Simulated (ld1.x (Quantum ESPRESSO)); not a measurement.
cobalt (Co): variants of one PAW potential

Base potential:

* Element: Co (Z = 27)
* Generator: ld1.x (Quantum ESPRESSO) 7.5
* Type: PAW
* Functional: PBEsol
* Relativity: scalar-relativistic
* Frozen core: [Ar]
* Valence charge: 9
* Reference configuration: 3d7 4s1.5 4p0.5
* Partial waves: 4s (bound): rcut 2.30, rcutus 2.50 bohr; 4s channel at 0.05 Ry: rcut 2.30, rcutus 2.50 bohr; 4p (bound): rcut 2.60, rcutus 3.50 bohr; 4p channel at 0.3 Ry: rcut 2.60, rcutus 3.50 bohr; 3d (bound): rcut 1.40, rcutus 1.90 bohr; 3d channel at 2.4 Ry: rcut 1.40, rcutus 1.90 bohr
* Local potential: all-electron potential smoothed inside 1.90 bohr (lloc = -1)
* Core correction: a·sin(br)/r model core, default radius (ld1.x builds one for every PAW set, though the input has nlcc=.false.)
* Augmentation charge: PSQ, inside the norm-conserving radii

Cutoffs, loose and tight: the cutoffs (Ry, on a coarse ladder) from which the occupation-weighted sum of valence levels, in a spherical-Bessel basis at the reference potential, stays within 10 and 1 mRy of its value at 400 Ry. They do not see the model core or the augmentation charge, which bear on the density cutoff. Test errors are all-electron minus pseudo excitation energies from the reference, over the configurations 3d7 4s2 4p0; 3d7 4s1 4p0; 3d7 4s0 4p0; 3d5 4s0 4p0; 3d7 4s0 4p2; 3d7.5 4s1.5 4p0; 3d7 4s1.5 4p0. A dash means not determined; rows that change the core or the reference have their own tests. The largest error is taken over the tests solved by every variant that gives reliable tests at all: 3d7 4s0 4p0; 3d7 4s0 4p2; 3d7 4s1 4p0; 3d7 4s1.5 4p0; 3d7 4s2 4p0.

Cutoffs are not given where the Bessel-basis levels miss the radial ones by over 6 mRy, ghosts where they miss by over 20 mRy; a channel whose overlap is not positive is not tested.

| change | outcome | cutoff, loose | cutoff, tight | bound ghosts | largest test error (meV) |
| --- | --- | --- | --- | --- | --- |
| base | generated | 30 Ry | 45 Ry | none | -10 |
| waves 4p (bound): rcut 2.60, rcutus 4.48 bohr; 4p channel at 0.3 Ry: rcut 2.60, rcutus 4.48 bohr | generated | 30 Ry | 45 Ry | none | -10 |
| local potential all-electron potential smoothed inside 1.65 bohr (lloc = -1) | generated | 30 Ry | 45 Ry | none | -14 |
| type ultrasoft; local potential all-electron potential smoothed inside 2.30 bohr (lloc = -1); core correction none; augmentation built from norm-conserving waves at rcut, not smoothed further | generated | – | – | not determined | +11 |
| reference 3d7 4s2 4p0 | generated | 30 Ry | 45 Ry | none | -238 |
| all radii but the core radius scaled by about 0.87 (s 2.18, p 3.04, d 1.66 bohr, rcut 2.00/2.26/1.22); local potential all-electron potential smoothed inside 1.66 bohr (lloc = -1) | generated | 40 Ry | 70 Ry | none | +2.3 |
| waves 4s (bound): rcut 2.30, rcutus 2.86 bohr; 4s channel at 0.05 Ry: rcut 2.30, rcutus 2.86 bohr | generated | 30 Ry | 45 Ry | none | -10 |
| core [Ne], valence charge 17; reference 3s2 3p6 3d6 4s0 4p0; waves now 3s (bound): rcut 1.30, rcutus 1.45 bohr; 4s (bound): rcut 1.30, rcutus 1.45 bohr; 3p (bound): rcut 1.20, rcutus 1.40 bohr; 4p (bound): rcut 1.20, rcutus 1.40 bohr; 3d (bound): rcut 1.45, rcutus 1.75 bohr; 3d channel at 2.4 Ry: rcut 1.45, rcutus 1.75 bohr; local potential all-electron potential smoothed inside 1.75 bohr (lloc = -1); core correction a·sin(br)/r model core inside 0.85 bohr | generated | 50 Ry | 80 Ry | none | test run stopped at test 2 of 7 (negative rho) |
| waves 3d (bound): rcut 1.40, rcutus 2.66 bohr; 3d channel at 2.4 Ry: rcut 1.40, rcutus 2.66 bohr | generated | 15 Ry | 21 Ry | none | -24 |

Problem. What comes out with this change to the base: wave 3d channel at 2.4 Ry: rcut 1.40, rcutus 1.90 bohr becomes 3d channel at 6.27 Ry: rcut 1.40, rcutus 1.90 bohr?

Solution. outcome: generated; cutoff, loose: 30 Ry; cutoff, tight: 45 Ry; bound ghosts: none; largest test error (meV): +5.3.
